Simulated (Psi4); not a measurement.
H4Si2, triplet, geometry from GFN2-xTB (the spin is typed, not shown lowest); Psi4 with X3LYP/6-31G*.

Input for Psi4:
```
memory 2 GB

molecule mol {
0 3
Si    0.019218    1.021777    0.667479
H    -0.430067    2.365032    0.260113
Si    0.007021   -0.894166   -0.519574
H     0.818949   -0.881450   -1.749103
H    -1.320976   -1.357508   -0.958741
H     0.564757   -1.912624    0.377064
}

set {
  basis 6-31g*
  reference uks
}

energy('x3lyp')
print_variables()
```

The log (banner, timings and long lists left out):

```
   => Loading Basis Set <=

    Name: 6-31G*
    Role: ORBITAL
    Keyword: BASIS

         ---------------------------------------------------------
                                   SCF
               by Justin Turney, Rob Parrish, Andy Simmonett
                          and Daniel G. A. Smith
                              UKS Reference
         ---------------------------------------------------------

  ==> Geometry <==

    Molecular point group: c1
    Full point group: C1

    Geometry (in Angstrom), charge = 0, multiplicity = 3:

       Center              X                  Y                   Z               Mass
    ------------   -----------------  -----------------  -----------------  -----------------
         SI           0.013151913109     0.992275804015     0.633286251066    27.976926534650
         H           -0.436133086891     2.335530804015     0.225920251066     1.007825032230
         SI           0.000954913109    -0.923667195985    -0.553766748934    27.976926534650
         H            0.812882913109    -0.910951195985    -1.783295748934     1.007825032230
         H           -1.327042086891    -1.387009195985    -0.992933748934     1.007825032230
         H            0.558690913109    -1.942125195985     0.342871251066     1.007825032230

  Running in c1 symmetry.

  Rotational constants: A =      2.46877  B =      0.19485  C =      0.19184 [cm^-1]
  Rotational constants: A =  74011.87386  B =   5841.35985  C =   5751.26762 [MHz]
  Nuclear repulsion =   76.530604078914337

  Charge       = 0
  Multiplicity = 3
  Electrons    = 32
  Nalpha       = 17
  Nbeta        = 15

  ==> Algorithm <==

  SCF Algorithm Type is DF.
  DIIS enabled.
  MOM disabled.
  Fractional occupation disabled.
  Guess Type is SAD.
  Energy threshold   = 1.00e-06
  Density threshold  = 1.00e-06
  Integral threshold = 1.00e-12

  ==> Primary Basis <==

  Basis Set: 6-31G*
    Blend: 6-31G*
    Number of shells: 24
    Number of basis functions: 46
    Number of Cartesian functions: 46
    Spherical Harmonics?: false
    Max angular momentum: 2

  ==> DFT Potential <==

   => LibXC <=

    Version 7.1.2
    S. Lehtola, C. Steigemann, M. J. T. Oliveira, and M. A. L. Marques,  SoftwareX 7, 1–5 (2018) (10.1016/j.softx.2017.11.002)

   => Composite Functional: X3LYP <=

    X3LYP Hyb-GGA Exchange-Correlation Functional

    X. Xu and W. A. Goddard,  Proc. Natl. Acad. Sci. U. S. A. 101, 2673 (2004) (10.1073/pnas.0308730100)

[...]
      Ntotal   =   31.9999985846 ; deviation = -1.415e-06

   @Spin Contamination Metric:   3.365909392E-03
   @S^2 Expected:                2.000000000E+00
   @S^2 Observed:                2.003365909E+00
   @S   Expected:                1.000000000E+00
   @S   Observed:                1.000000000E+00

    Orbital Energies [Eh]
    ---------------------

    Alpha Occupied:

[...]
    Alpha Virtual:

[...]
    Beta Occupied:

[...]
    Beta Virtual:

[...]
      46A      2.965061

    Final Occupation by Irrep:
              A
    DOCC [    15 ]
    SOCC [     2 ]
    NA   [    17 ]
    NB   [    15 ]

  @DF-UKS Final Energy:  -581.19988407672918

   => Energetics <=

    Nuclear Repulsion Energy =             76.5306040789143367
    One-Electron Energy =                -956.6790961816797108
    Two-Electron Energy =                 332.9951948575621827
    DFT Exchange-Correlation Energy =     -34.0465868315258859
    Empirical Dispersion Energy =           0.0000000000000000
    VV10 Nonlocal Energy =                  0.0000000000000000
    Total Energy =                       -581.1998840767291767

  UHF NO Occupations:
  HONO-2 :   15  A 1.9986203
  HONO-1 :   16  A 1.0000000
  HONO-0 :   17  A 1.0000000
  LUNO+0 :   18  A 0.0013797
  LUNO+1 :   19  A 0.0001310
  LUNO+2 :   20  A 0.0001013
  LUNO+3 :   21  A 0.0000667

Computation Completed

Properties will be evaluated at   0.000000,   0.000000,   0.000000 [a0]

Properties computed using the SCF density matrix

 Multipole Moments:

 ------------------------------------------------------------------------------------
     Multipole            Electronic (a.u.)      Nuclear  (a.u.)        Total (a.u.)
 ------------------------------------------------------------------------------------

 L = 1.  Multiply by 2.5417464519 to convert [e a0] to [Debye]
 Dipole X            :          0.3340842           -0.3668068           -0.0327225
 Dipole Y            :          1.8072337           -1.7839662            0.0232675
 Dipole Z            :          1.9930899           -2.0676721           -0.0745822
 Magnitude           :                                                    0.0847033

 ------------------------------------------------------------------------------------

  Variable Map:
  ----------------------------------------------------------------------------
[...]
  Array Variable Map:
  ----------------------------------------------------------------------------
[...]
[...]
```
